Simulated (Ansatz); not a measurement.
```yaml
crystal:
  periodic: [false, false, false]
  atoms:
    - {symbol: O, position_ang: [-0.216778, 1.535850, -1.162933]}
    - {symbol: Sn, position_ang: [0.009741, -0.005190, -0.001898]}
    - {symbol: O, position_ang: [1.705833, -0.942242, -0.141032]}
    - {symbol: O, position_ang: [-1.359391, -1.281853, -0.521261]}
    - {symbol: O, position_ang: [-0.090581, 0.667581, 1.817828]}
    - {symbol: H, position_ang: [-0.709633, 1.321370, -1.960105]}
    - {symbol: H, position_ang: [2.326066, -0.675439, 0.543461]}
    - {symbol: H, position_ang: [-1.052463, -2.190720, -0.456682]}
    - {symbol: H, position_ang: [-0.524294, 1.524343, 1.865421]}
basis:
  gaussian: {orbitals: STO-3G}
total_charge: -3
magnetization: {spin_polarized: true, initial_magnetization: 1}
hamiltonian: {xc: {name: PBEsol}, dispersion: d3bjatm}
accuracy: high
output: {forces: true}
```

```sh
$ ansatz run in.yaml --threads 4 --pin off --events-out ev --progress --plain --max-ram 10444MiB
```

Shortened log:

```
Functional definition: PBEsol
1075 factors; integrals over basis functions are off by at most 4.3e-9 eV
mean field evaluation 1: about -170293.2756 eV, gradient 6.6e0 eV
mean field evaluation 2: about -170293.4631 eV, gradient 4.6e0 eV
mean field evaluation 4: about -170293.6271 eV, gradient 1.6e0 eV
mean field evaluation 8: about -170293.6229 eV, gradient 6.0e-2 eV
mean field evaluation 16: about -170293.6229 eV, gradient 9.9e-5 eV
mean field -170293.62289834 eV, -6258.1752123507 hartree, gradient 8.4e-8 eV, S^2 0.750644; 6 other end points of the search recorded, 0 dependent functions left out
reference -170293.62290057 eV, -6258.1752124324 hartree; 45, 44 occupied and 6, 7 virtual orbitals, 1075 factors
Total energy: -170293.68749303 eV, -6258.1775861618 hartree
Atom 0 at    -0.216778     1.535850    -1.162933 Å, force     2.366736     6.897461     2.939515 eV/Å
Atom 1 at     0.009741    -0.005190    -0.001898 Å, force    -0.001966    -0.002508    -0.003527 eV/Å
Atom 2 at     1.705833    -0.942242    -0.141032 Å, force     0.295846    -5.799401    -5.297025 eV/Å
Atom 3 at    -1.359391    -1.281853    -0.521261 Å, force    -6.565644     3.054197    -3.056715 eV/Å
Atom 4 at    -0.090581     0.667581     1.817828 Å, force     3.898137    -4.151604     5.419349 eV/Å
Atom 5 at    -0.709633     1.321370    -1.960105 Å, force    -4.366883    -1.417977    -6.780367 eV/Å
Atom 6 at     2.326066    -0.675439     0.543461 Å, force     5.445171     1.859273     5.831179 eV/Å
Atom 7 at    -1.052463    -2.190720    -0.456682 Å, force     2.356503    -7.840748     0.202837 eV/Å
Atom 8 at    -0.524294     1.524343     1.865421 Å, force    -3.427903     7.401307     0.744756 eV/Å
Dipole moment:    -0.000030     0.000063    -0.000051 e Å
```

Question: Something in this input is off. What?

Answer: The charge is far from anything that the molecule holds. The run converged. The result belongs to that input, not to the molecule as meant.
